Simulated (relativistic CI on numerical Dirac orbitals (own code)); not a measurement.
# From line strength to rate: In 4511.30 Å (air)

Problem. For 5s2 5p 2P°_3/2 – 5s2 6s 2S_1/2 of In a semi-empirical relativistic CI calculation gives the line strength S = 9.247 e²a₀² in the length gauge. The measured levels are 2212.60 and 24372.96 cm⁻¹ (NIST Handbook). Find gf, f, A and the partial lifetime.

Working.
1. σ = 24372.96 − 2212.60 = 22160.36 cm⁻¹, so the vacuum wavelength is 10⁸/σ = 4512.56 Å.
2. gf = 303.756 S/λ(Å) = 0.6224, log gf = -0.206; with g = 4 for the lower level, f = 0.156.
3. A = 2.02613 × 10¹⁸ S/(g_u λ³) with g_u = 2: A = 1.02 × 10^8 s⁻¹.
4. The partial lifetime for this S is 1/A = 9.81 ns; in the calculation this line carries 65 % of the decay of the upper level.

Check. The Handbook lists A = 8.90 × 10^7 s⁻¹, a tabulated value with its own uncertainty (a few per cent for the best lines, 25 % or more for others); ours lies 15 % above it. The velocity form of the same calculation gives S = 5.16, and the gap between the two forms is a rough gauge of the error in S. With the computed energy (21948 cm⁻¹) in place of the measured one the rate would change by the factor (σ_calc/σ)³ = 0.97.
